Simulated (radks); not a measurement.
The numbers below are computed, except where a source is named.
Task: Valence configurations of F (all share [He]). Code: a radial shooting solver on a logarithmic mesh with Libxc functionals. Model: non-relativistic Kohn-Sham, PBEsol, spin-unpolarised, spherical densities, point nucleus. Order these by energy: 2s2 2p5; 2s1 2p6; 2s1.5 2p5.5.

Result: From the lowest, in eV above it: 2s2 2p5 0.000; 2s1.5 2p5.5 9.297; 2s1 2p6 18.607. NIST lists [He] 2s2 2p5 as the ground configuration; this level of theory agrees among the configurations tried. The energies are those of spherical spin-averaged densities, not of single terms.
